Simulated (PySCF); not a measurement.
GaHI₂O, SMILES [OH][Ga]([I])[I].

The structure is a stationary point at r2SCAN-D4/def2-SVP. The structure was generated by enumeration; whether it is a known compound was not checked. The def2 effective core potentials stand for the cores of I; spin–orbit coupling is left out. Other conformers were not sampled.

Calculation: PBE/def2-TZVP run with PySCF.

The molecule is in vacuum.

Problem. Estimate the frontier levels, gap, dipole moment and polarisability. (An estimate is asked for; the answer gives what the named calculation found.)

Solution. 
| Quantity | Result |
|---|---|
| highest occupied level | -6.73 eV |
| lowest empty level | -2.87 eV |
| orbital gap | 3.86 eV |
| dipole moment | 1.08 D |
| quadrupole, principal values (traceless, Buckingham form, about the centre of nuclear charge) | -6.85, 0.08, 6.77 D·Å |
| mean static polarisability | 99.9 bohr³ (14.80 Å³) |
| polarisability, principal values | 67.5, 91.8, 140.4 bohr³ |
